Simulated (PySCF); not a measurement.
Isomers of C7H15NOSi. Method used: PBE0-D3(BJ)/def2-SVP geometry optimisation, gas phase (PySCF). Energies are electronic, without zero-point or thermal terms, for one conformer each. No frequencies were run at this level. Point groups hold within 0.08 Å.

Question: Rank from lowest to highest electronic energy at this level (kcal/mol).
A. `[CH3:1]/[CH:2]=[CH:3]\[O:4][SiH2:5][N:6]1[CH2:7][CH2:8][CH2:9][CH2:10]1` with C2–C3–O4–Si5 162°, C3–O4–Si5–N6 -76°, O4–Si5–N6–C7 85°, Si5–N6–C7–C8 154°, N6–C7–C8–C9 22°, C7–C8–C9–C10 1°, C8–C9–C10–N6 -24°
B. `[CH2:1]1[CH2:2][CH2:3][N:4]([Si@@H:5]2[CH2:6][CH2:7][CH2:8][O:9]2)[CH2:10]1` with C3–N4–Si5–C6 -58°, C10–C1–C2–C3 1°, C1–C2–C3–N4 22°, C2–C3–N4–Si5 155°, N4–Si5–C6–C7 -87°
C. `[CH2:1]=[CH:2][Si@:3]1([N:4]([CH3:5])[CH3:6])[CH2:7][CH2:8][CH2:9][O:10]1` with C1–C2–Si3–N4 116°, C2–Si3–N4–C5 -72°, C2–Si3–C7–C8 -101°, Si3–C7–C8–C9 -32°, C7–C8–C9–O10 43°, C8–C9–O10–Si3 -31°
D. `[CH2:1]=[CH:2][CH2:3][C@@H:4]1[CH2:5][O:6][Si@@H:7]([NH:8][CH3:9])[CH2:10]1` with C1–C2–C3–C4 120°, C2–C3–C4–C5 -61°, O6–Si7–N8–C9 -89°, C3–C4–C5–O6 -166°, C4–C5–O6–Si7 24°, C5–O6–Si7–N8 -121°, O6–Si7–C10–C4 -20°
E. `[CH2:1]=[CH:2][O:3][SiH2:4][N:5]1[CH2:6][CH2:7][CH2:8][C@H:9]1[CH3:10]` with C1–C2–O3–Si4 -5°, C2–O3–Si4–N5 -175°, O3–Si4–N5–C6 67°, Si4–N5–C6–C7 -139°, N5–C6–C7–C8 -36°, C6–C7–C8–C9 39°, C7–C8–C9–C10 -151°
F. `[OH:1][SiH2:2][N:3]1[CH2:4][CH2:5][C@H:6]([CH:7]2[CH2:8][CH2:9]2)[CH2:10]1` with H–O1–Si2–N3 56°, O1–Si2–N3–C4 -124°, C5–C6–C7–C8 159°, Si2–N3–C4–C5 141°, N3–C4–C5–C6 38°, C4–C5–C6–C7 97°, C6–C7–C8–C9 -110°
G. `[CH3:1][C:2](=[O:3])[NH:4][SiH2:5][CH:6]1[CH2:7][CH2:8][CH2:9][CH2:10]1` with C1–C2–N4–Si5 -179°, C2–N4–Si5–C6 177°, N4–Si5–C6–C7 -54°, Si5–C6–C7–C8 -140°, C6–C7–C8–C9 37°, C7–C8–C9–C10 -42°, C8–C9–C10–C6 31°

Answer: B (0.0), G (2.5), D (15.5), C (16.8), F (18.8), E (19.9), A (20.1).

As drawn, the lowest has an Si–C bond, which the highest lacks; the highest has a C=C bond outside aromatic rings, which the lowest lacks. Neighbours under 2.5 kcal/mol apart (C=CC[C@@H]1CO[Si@@H](NC)C1 and C=C[Si@]1(N(C)C)CCCO1; C=C[Si@]1(N(C)C)CCCO1 and O[SiH2]N1CC[C@H](C2CC2)C1; O[SiH2]N1CC[C@H](C2CC2)C1 and C=CO[SiH2]N1CCC[C@H]1C; C=CO[SiH2]N1CCC[C@H]1C and C/C=C\O[SiH2]N1CCCC1) can change places with a better method, another conformer or zero-point energy.

| SMILES | E (Eh) | E rel (kcal/mol) | dipole (D) | point group | A, B, C (MHz) |
| --- | --- | --- | --- | --- | --- |
| C1CCN([Si@@H]2CCCO2)C1 | -694.34299 | 0.0 | 1.74 | C1 | 2200, 742.2, 697.1 |
| CC(=O)N[SiH2]C1CCCC1 | -694.33894 | 2.5 | 4.12 | C1 | 2891, 501.0, 454.6 |
| C=CC[C@@H]1CO[Si@@H](NC)C1 | -694.31834 | 15.5 | 1.79 | C1 | 3328, 483.1, 463.4 |
| C=C[Si@]1(N(C)C)CCCO1 | -694.31621 | 16.8 | 1.35 | C1 | 1316, 1021, 784.2 |
| O[SiH2]N1CC[C@H](C2CC2)C1 | -694.31305 | 18.8 | 2.32 | C1 | 2796, 532.9, 493.7 |
| C=CO[SiH2]N1CCC[C@H]1C | -694.31124 | 19.9 | 1.52 | C1 | 2284, 611.6, 540.1 |
| C/C=C\O[SiH2]N1CCCC1 | -694.31090 | 20.1 | 2.00 | C1 | 2309, 504.5, 491.8 |

Question: How do the relative energies change in single points at PBE0/pcSseg-1 (no added dispersion term) on the same geometries?

Answer: 
```json
{"SMILES": "C1CCN([Si@@H]2CCCO2)C1", "PBE0-D3(BJ)/def2-SVP (kcal/mol)": "0.0", "PBE0/pcSseg-1 (kcal/mol)": "0.0", "shift": "0.0"}
{"SMILES": "CC(=O)N[SiH2]C1CCCC1", "PBE0-D3(BJ)/def2-SVP (kcal/mol)": "2.5", "PBE0/pcSseg-1 (kcal/mol)": "1.5", "shift": "-1.0"}
{"SMILES": "C=CC[C@@H]1CO[Si@@H](NC)C1", "PBE0-D3(BJ)/def2-SVP (kcal/mol)": "15.5", "PBE0/pcSseg-1 (kcal/mol)": "12.6", "shift": "-2.9"}
{"SMILES": "C=C[Si@]1(N(C)C)CCCO1", "PBE0-D3(BJ)/def2-SVP (kcal/mol)": "16.8", "PBE0/pcSseg-1 (kcal/mol)": "14.5", "shift": "-2.3"}
{"SMILES": "O[SiH2]N1CC[C@H](C2CC2)C1", "PBE0-D3(BJ)/def2-SVP (kcal/mol)": "18.8", "PBE0/pcSseg-1 (kcal/mol)": "17.7", "shift": "-1.1"}
{"SMILES": "C=CO[SiH2]N1CCC[C@H]1C", "PBE0-D3(BJ)/def2-SVP (kcal/mol)": "19.9", "PBE0/pcSseg-1 (kcal/mol)": "18.9", "shift": "-1.0"}
{"SMILES": "C/C=C\\O[SiH2]N1CCCC1", "PBE0-D3(BJ)/def2-SVP (kcal/mol)": "20.1", "PBE0/pcSseg-1 (kcal/mol)": "18.0", "shift": "-2.1"}
```

Each column counts from its own lowest isomer. The lowest isomer stays, but the order above it changes; the largest shift is 2.9 kcal/mol.

Question: As an exercise, what shares would exp(−E/RT) give at 1000 K from these electronic energies alone (no entropy, no degeneracies)?

Answer: RT = 1.987 kcal/mol: C1CCN([Si@@H]2CCCO2)C1 78.2 %, CC(=O)N[SiH2]C1CCCC1 21.7 %, C=CC[C@@H]1CO[Si@@H](NC)C1 under 0.1 %, C=C[Si@]1(N(C)C)CCCO1 under 0.1 %, O[SiH2]N1CC[C@H](C2CC2)C1 under 0.1 %, C=CO[SiH2]N1CCC[C@H]1C under 0.1 %, C/C=C\O[SiH2]N1CCCC1 under 0.1 %.
